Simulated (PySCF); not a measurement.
Si(H)2(OH)(SH) (H4OSSi), SMILES [SiH2](S)O.

Coordinates come from a ωB97X-D3(BJ)/def2-TZVP optimisation. Other conformers were not sampled.

All values below come from PySCF with TDDFT-M06-2X/def2-SVPD.

Vertical excitations. 

```csv
state,energy (eV),λ (nm),f,main pairs
S1,6.25,198,0.013,"HOMO→LUMO 39 %, HOMO→LUMO+2 29 %, HOMO→LUMO+1 14 %"
S2,6.84,181,0.050,"HOMO→LUMO+2 37 %, HOMO→LUMO 26 %, HOMO→LUMO+1 15 %"
S3,7.15,173,0.034,"HOMO→LUMO+1 60 %, HOMO→LUMO 22 %"
S4,7.78,159,0.012,HOMO−1→LUMO 77 %
S5,7.88,157,0.020,"HOMO→LUMO+3 60 %, HOMO→LUMO+2 9 %"
S6,7.98,155,0.015,"HOMO−1→LUMO+1 28 %, HOMO→LUMO+5 16 %, HOMO−1→LUMO+2 13 %, HOMO−2→LUMO 11 %"
S7,8.07,154,0.053,"HOMO→LUMO+4 27 %, HOMO→LUMO+5 24 %, HOMO−2→LUMO 16 %, HOMO−1→LUMO+1 8 %"
S8,8.19,151,0.014,"HOMO→LUMO+7 46 %, HOMO→LUMO+3 16 %, HOMO→LUMO+8 15 %"
S9,8.26,150,0.026,"HOMO→LUMO+4 26 %, HOMO−2→LUMO 20 %, HOMO→LUMO+5 11 %, HOMO→LUMO+7 8 %"
S10,8.33,149,0.005,"HOMO→LUMO+5 24 %, HOMO−1→LUMO+1 24 %, HOMO−2→LUMO 18 %, HOMO→LUMO+4 14 %"
T1,5.94,209,0,"HOMO→LUMO 36 %, HOMO→LUMO+2 24 %, HOMO→LUMO+1 17 %, HOMO→LUMO+4 6 %"
T2,6.57,189,0,"HOMO→LUMO+2 38 %, HOMO→LUMO 27 %, HOMO→LUMO+5 8 %, HOMO→LUMO+1 7 %"
T3,6.72,184,0,"HOMO→LUMO+1 59 %, HOMO→LUMO 17 %"
T4,7.43,167,0,"HOMO−1→LUMO 57 %, HOMO−1→LUMO+2 12 %"
```
Triplets are in the Tamm–Dancoff approximation, which puts them higher than full response would, so one can lie above its singlet here.
